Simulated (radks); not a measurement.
Neutral carbon inside a hard spherical wall (all orbitals vanish at R), configuration held at [He] 2s2 2p2 and not refilled when levels cross. Method: non-relativistic Kohn-Sham, LDA (Slater exchange, VWN5 correlation), spin-unpolarised, spherical densities, point nucleus; computed with a radial shooting solver on a logarithmic mesh with Libxc functionals. Eigenvalues in eV, with the zero of energy where the potential of the charges vanishes at infinity; a dash marks a level that is unbound or too diffuse for the functional's potential to be trusted. A positive occupied level is held by the wall or, in an anion where self-interaction has pushed it up, behind a barrier. The pressure on the wall is -dE/dV.

R (bohr)  E (hartree)  kinetic (hartree)    e(1s)    e(2s)   e(2p)  e(3s, empty)  e(3p, empty)  pressure (GPa)
free        -37.42575             37.190  -270.69  -13.629  -5.420        -0.165             -               0
20          -37.42575             37.190  -270.69  -13.629  -5.420        -0.134         0.470        < 0.0001
8           -37.42535             37.194  -270.63  -13.590  -5.378         1.488         3.362          0.0187
7           -37.42430             37.202  -270.53  -13.519  -5.298         2.576         4.819          0.0905
3.5         -37.22323             38.098  -263.84   -9.158  -0.188        29.993        32.596            61.2
2.5         -36.35915             40.793  -250.18    2.353  11.937        82.766        78.597             704
2           -34.75207             44.801  -234.88   20.217  28.540        153.98        136.49            3020
